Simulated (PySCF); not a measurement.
**Polarisability and C₆ of In (indium, neutral)**

[Kr] 4d10 5s2 5p1, 2P determinant. Calculation: PySCF 2.14, in x2c-TZVPPall with one added diffuse shell each of s, p, d, f type (9s7p5d3f, 76 functions); scalar relativity by spin-free X2C-1e. Coupled (time-dependent) response in atomic units; α is the mean over directions.

| method | mean α (bohr³) | α xx, yy, zz | C₆ (like pair) | S(−4) |
| --- | --- | --- | --- | --- |
| wB97X | 69.20 | 55.56, 96.50, 55.56 | 711.6 | 2718 |

S(−4) is the Cauchy moment in α(ω) = α(0) + S(−4) ω² + …

Reference α: 65 ± 4 bohr³ (recommended; Schwerdtfeger and Nagle, table of static dipole polarizabilities (2023 update)). Published C₆: 779.0 (Chu and Dalgarno (2004); Tang, Norbeck and Certain (1976)).

Spin-orbit coupling is absent.

α(iu) at wB97X:

| u (hartree) | α(iu) (bohr³) |
| --- | --- |
| 0 | 69.20 |
| 0.0500 | 63.27 |
| 0.100 | 51.68 |
| 0.200 | 32.86 |
| 0.300 | 22.14 |
| 0.500 | 12.21 |
| 0.750 | 7.401 |
| 1.00 | 5.204 |
| 1.50 | 3.178 |
| 2.00 | 2.220 |
| 3.00 | 1.293 |
| 5.00 | 0.5976 |

A single London oscillator, α(iu) = α/(1 + u²/ω²), gives C₆ = (3/4) ω α². Matching the computed C₆ needs ω = 4 × 711.6 / (3 × 69.20²) = 0.198 hartree.

The components differ because the open shell of this determinant is not spherical; for a pure term their mean is the scalar polarisability.
